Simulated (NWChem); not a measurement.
System meant: C$_{3}$H$_{11}$OSi$_{2}$, doublet; SMILES C[SiH]O[SiH](C)C

The following NWChem deck was run.

```
start job
memory heap 200 mb stack 900 mb global 1100 mb
geometry units angstroms noautoz
  C      0.977150    -2.591192     0.161543
  Si    -0.782153    -1.887640     0.088885
  O     -0.750976    -0.231060    -0.196664
  Si    -0.122950     1.189987     0.464728
  C     -1.092343     2.625973    -0.257374
  C      1.709446     1.317783     0.047932
  H      1.539431    -2.310757    -0.755266
  H      0.944908    -3.697979     0.227970
  H      1.534499    -2.210366     1.041128
  H     -1.538588    -2.505374    -1.067813
  H     -0.296201     1.142860     1.963574
  H     -0.732927     3.591314     0.154851
  H     -0.980370     2.658023    -1.360384
  H     -2.171995     2.531954    -0.024556
  H      2.144312     2.250499     0.463465
  H      2.278670     0.462024     0.464466
  H      1.861508     1.328129    -1.050933
end
basis spherical
  C library def2-svp
  Si library def2-svp
  O library def2-svp
  H library def2-svp
end
dft
  odft
  mult 3
  xc xpbe96 cpbe96
  iterations 150
  mulliken
end
task dft energy
```

End of the output:

```
 ==============================================================================
                                 internuclear angles
 ------------------------------------------------------------------------------
        center 1       |       center 2       |       center 3       |  degrees
 ------------------------------------------------------------------------------
    2 Si               |   1 C                |   7 H                |   110.13
    2 Si               |   1 C                |   8 H                |   110.22
    2 Si               |   1 C                |   9 H                |   111.68
    7 H                |   1 C                |   8 H                |   108.41
    7 H                |   1 C                |   9 H                |   108.26
    8 H                |   1 C                |   9 H                |   108.05
    1 C                |   2 Si               |   3 O                |   110.79
    1 C                |   2 Si               |  10 H                |   109.97
    3 O                |   2 Si               |  10 H                |   106.35
    2 Si               |   3 O                |   4 Si               |   140.32
    3 O                |   4 Si               |   5 C                |   107.52
    3 O                |   4 Si               |   6 C                |   109.41
    3 O                |   4 Si               |  11 H                |   108.66
    5 C                |   4 Si               |   6 C                |   111.43
    5 C                |   4 Si               |  11 H                |   110.28
    6 C                |   4 Si               |  11 H                |   109.48
    4 Si               |   5 C                |  12 H                |   110.82
    4 Si               |   5 C                |  13 H                |   110.64
    4 Si               |   5 C                |  14 H                |   110.94
   12 H                |   5 C                |  13 H                |   108.16
   12 H                |   5 C                |  14 H                |   108.14
   13 H                |   5 C                |  14 H                |   108.04
    4 Si               |   6 C                |  15 H                |   110.82
    4 Si               |   6 C                |  16 H                |   111.34
    4 Si               |   6 C                |  17 H                |   110.68
   15 H                |   6 C                |  16 H                |   107.86
   15 H                |   6 C                |  17 H                |   108.02
   16 H                |   6 C                |  17 H                |   107.99
 ------------------------------------------------------------------------------
                            number of included internuclear angles:         28
 ==============================================================================

 Summary of "ao basis" -> "" (spherical)
 ------------------------------------------------------------------------------
       Tag                 Description            Shells   Functions and Types
 ---------------- ------------------------------  ------  ---------------------
 C                          def2-svp                 6       14   3s2p1d
 Si                         def2-svp                 8       18   4s3p1d
 O                          def2-svp                 6       14   3s2p1d
 H                          def2-svp                 3        5   2s1p

  pbe96 is a nonlocal functional; adding pw91lda local functional.

                                 NWChem DFT Module
                                 -----------------

 Summary of "ao basis" -> "ao basis" (spherical)
 ------------------------------------------------------------------------------
       Tag                 Description            Shells   Functions and Types
 ---------------- ------------------------------  ------  ---------------------
 C                          def2-svp                 6       14   3s2p1d
 Si                         def2-svp                 8       18   4s3p1d
 O                          def2-svp                 6       14   3s2p1d
 H                          def2-svp                 3        5   2s1p

  number of electrons :                   65
  multiplicity        :                    3
 ------------------------------------------------------------------------
  no. of electrons and multiplicity not compatible                  65
 ------------------------------------------------------------------------
 ------------------------------------------------------------------------
  current input line :
    35: task dft energy
 ------------------------------------------------------------------------
 ------------------------------------------------------------------------
 There is an error in the input file
 ------------------------------------------------------------------------
 For more information see the NWChem manual at https://nwchemgit.github.io

0: no. of electrons and multiplicity not compatible:Received an Error in Communication
```

Q: What is wrong, and how is it mended?

A: The input was rejected before any calculation. Cause: the multiplicity doesn't fit the number of electrons (an even count wants an odd multiplicity, and the reverse). This input runs:
```
start job
memory heap 200 mb stack 900 mb global 1100 mb
geometry units angstroms noautoz
  C      0.977150    -2.591192     0.161543
  Si    -0.782153    -1.887640     0.088885
  O     -0.750976    -0.231060    -0.196664
  Si    -0.122950     1.189987     0.464728
  C     -1.092343     2.625973    -0.257374
  C      1.709446     1.317783     0.047932
  H      1.539431    -2.310757    -0.755266
  H      0.944908    -3.697979     0.227970
  H      1.534499    -2.210366     1.041128
  H     -1.538588    -2.505374    -1.067813
  H     -0.296201     1.142860     1.963574
  H     -0.732927     3.591314     0.154851
  H     -0.980370     2.658023    -1.360384
  H     -2.171995     2.531954    -0.024556
  H      2.144312     2.250499     0.463465
  H      2.278670     0.462024     0.464466
  H      1.861508     1.328129    -1.050933
end
basis spherical
  * library def2-svp
end
dft
  odft
  mult 2
  xc xpbe96 cpbe96
  iterations 150
  mulliken
end
task dft energy
```
It converges to -774.31874 Ha (PBE/def2-SVP, spin-unrestricted).
